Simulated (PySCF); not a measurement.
## Which determinant of NaHg⁺ lies lowest?

Unrestricted PBE0; PySCF, scalar-relativistic core potentials, basis sets Na def2-SVPD, Hg def2-SVPD with ECP60. Outer shells of the fragments: Na+ closed shells only; Hg 5d10 6s2.

Followed along the bond (rough minima from three points):

```
2Ms+1  unpaired  ⟨S²⟩ at the start  R at minimum (Å)  Te (eV)
    1      none               0.00              3.08     0.00
    3      σ ↑↑               2.00  none in the scan   ≤ 4.41
```

Solutions found at the starting distance of 3.050 Å, counted from the lowest of them; the search is not exhaustive and high or unbound solutions are not listed, so other states can lie among these:

| 2Ms+1 | unpaired | term | E (eV) | ⟨S²⟩ | ⟨Lz²⟩ | μ (D) |
| --- | --- | --- | --- | --- | --- | --- |
| 1 | none | ¹Σ⁺ | 0.00 | 0.00 | 0.00 | -10.47 |
| 3 | σ ↑↑ | ³Σ⁺ | 4.57 | 2.00 | 0.00 | -7.38 |
| 3 | σ ↑, π ↑ | ³Π | 5.64 | 2.00 | 1.01 | -9.67 |
| 1 | σ ↓, π ↑ | mixed | 6.26 | 1.00 | 1.00 | -8.89 |
| 3 | σ ↑, π ↑ | ³Π | 9.39 | 2.00 | 1.00 | -7.74 |
| 3 | σ ↑, δ ↑ | ³Δ | 9.57 | 2.00 | 4.00 | -7.23 |

A term symbol is given only where ⟨S²⟩ and ⟨Lz²⟩ are close to those of a pure state; real π, δ and φ orbitals otherwise mix terms. A positive dipole points towards Hg; it is taken about the centre of mass and depends on that origin.

Spin–orbit coupling is left out. Counting both spins, an empty level lies below a filled one in some of these solutions, because spin and occupation are held.
